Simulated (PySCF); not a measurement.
From one molecule to another.

First species: C₈H₁₅FO.
SMILES: `CC[C@@](C)(C(=O)F)C(C)C`

Second species: C₃H₁₃O₂PSi₃.
Z-matrix (Å and degrees, GFN2-xTB geometry), rows numbered from 1:
```
C 
Si  1  1.8978
P   2  2.2466  1  114.93
C   2  1.9142  1  115.73  3   129.20
C   4  1.5240  2  102.60  1   149.50
O   5  1.4234  4  107.40  2    67.17
Si  6  1.6193  5  127.60  4   106.47
Si  5  1.9142  4  106.90  2   -42.21
O   8  1.6298  5   96.76  4    31.64
H   1  1.0837  2  109.87  3   -48.25
H   1  1.0840  2  112.15  3  -168.90
H   1  1.0840  2  110.28  3    70.68
H   3  1.3846  2   94.68  1  -125.65
H   3  1.3894  2   94.80  1   -32.69
H   4  1.0897  2  111.71  1    32.12
H   4  1.0902  2  114.38  1   -91.37
H   5  1.0941  4  111.77  2  -172.33
H   7  1.4532  6   99.88  5  -173.48
H   7  1.4676  6  111.84  5   -52.79
H   7  1.4695  6  110.04  5    66.56
H   8  1.4587  5  113.84  4   -80.96
H   8  1.4522  5  111.32  4   143.75
```

Levels: PBE0/pcSseg-1 for HOMO energy, LUMO energy and HOMO–LUMO gap. Geometries: GFN2-xTB. Each structure is a single optimised conformer of the isolated species, non-relativistic unless stated; the electronic structure was computed with PySCF and density fitting.

Dipoles, sizes and rotational constants follow the conformer. The torsions of the flexible species, by atom-mapped SMILES:
- `[CH3:1][CH2:2][C@@:3]([CH3:4])([C:5](=[O:6])[F:7])[CH:8]([CH3:9])[CH3:10]`: C1–C2–C3–C4 -66°, C2–C3–C5–O6 -120°, C2–C3–C8–C9 -169°

The conformers of `C[Si@@]1(P)C[C@H](O[SiH3])[SiH2]O1` aren't listed.

Values for the first species:

```
HOMO energy   : -8.58 eV
LUMO energy   : -0.24 eV
HOMO–LUMO gap : 8.34 eV
```

Estimate the same properties for the second species, and the change in each.

| property | first | second | second less first |
| --- | --- | --- | --- |
| HOMO energy | -8.58 eV | -7.04 eV | +1.54 eV |
| LUMO energy | -0.24 eV | 0.13 eV | +0.37 eV |
| HOMO–LUMO gap | 8.34 eV | 7.17 eV | -1.17 eV |

On the second:  GFN2-xTB frequencies show an imaginary mode (20i cm⁻¹), so this geometry is no minimum at that level.
